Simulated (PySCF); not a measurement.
Isomers of C2H6Si. All species are isolated molecules in the gas phase. Strings in code marks are SMILES.

The HOMO–LUMO gap from two functionals at the same geometries (PBE0-D3(BJ)/def2-TZVP), both in PySCF: PBE-D3(BJ)/def2-TZVP and ωB97X-D3(BJ)/def2-TZVP. 

```tsv
species	ωB97X-D3(BJ)/def2-TZVP (eV)
`[SiH2]=CC`	9.31
`C[SiH]=C`	9.87
`C=C[SiH3]`	12.15
`C1C[SiH2]1`	11.47
```

Question: What does PBE-D3(BJ)/def2-TZVP give for each?

Answer: 
- `[SiH2]=CC`: 3.39
- `C[SiH]=C`: 3.77
- `C=C[SiH3]`: 5.40
- `C1C[SiH2]1`: 5.31
Over these rows, drawn at random from the members with no instability flagged (it was tested for open shells, ions and some series alone), PBE minus ωB97X-D3(BJ): mean -6.24 eV, from -6.75 eV to -5.93 eV.
